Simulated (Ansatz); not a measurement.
Reaction (hydrogenolysis of a C–N bond): `C=C([SiH3])[NH][AlH2]` + H₂ → `C=C[SiH3]` + `[NH2][AlH2]`

Computed with Ansatz on PBE0-D4/def2-TZVP structures; ΔE is electronic, products minus reactants. CCSD(T)/CBS adds triple-zeta CCSD(T) − MP2 to the extrapolated MP2 energy (def2 sets, frozen cores). This one scheme is used for every species. DFT in def2-TZVPP. Each species was taken in one conformer, which may not be the lowest.

`C=C([SiH3])[NH][AlH2]`:

Cartesian coordinates in Å:
```
C -0.037 1.217 1.615
C -0.024 0.411 0.544
Si 1.648 -0.193 -0.066
N -1.183 0.014 -0.118
Al -1.453 -1.031 -1.542
H 0.880 1.508 2.109
H -0.966 1.606 2.026
H 2.687 0.384 0.823
H 1.892 0.240 -1.468
H 1.725 -1.678 -0.026
H -2.009 0.413 0.317
H -0.197 -1.673 -2.249
H -2.963 -1.218 -1.966
```

H₂:

Z-matrix (Å, degrees):
```
H
H 1 0.746
```

`C=C[SiH3]`:

Cartesian coordinates in Å:
```
C 1.160 1.001 0.196
C -0.132 0.716 0.050
Si -0.773 -1.016 -0.161
H 1.919 0.223 0.200
H 1.518 2.019 0.319
H -0.842 1.542 0.055
H -1.722 -1.366 0.930
H 0.374 -1.962 -0.139
H -1.502 -1.157 -1.451
```

`[NH2][AlH2]`:

Cartesian coordinates in Å:
```
N -0.171 0.604 -0.696
Al 0.151 -0.534 0.615
H -0.162 0.372 -1.676
H -0.391 1.579 -0.572
H 0.481 -2.034 0.229
H 0.092 0.012 2.100
```

```
             level  ΔE (kJ/mol)
            r2SCAN        -59.0
SCS-MP2/def2-TZVPP        -67.8
```

Question: What does CCSD(T)/CBS give? (Estimate.)

Answer: Ansatz gave: -67.0 kJ/mol. The listed levels differ from it by 8.0, -0.8 kJ/mol.

Largest T1 diagnostic among the species: 0.013.

In def2-TZVPP, CCSD(T) changes the Hartree–Fock value by +31.1 kJ/mol (the triples alone add +7.6 kJ/mol) and MP2 by +37.2 kJ/mol. From PBE to PBE0 (25 % exact exchange), in def2-TZVPP and without D4, ΔE moves by −6.7 kJ/mol.
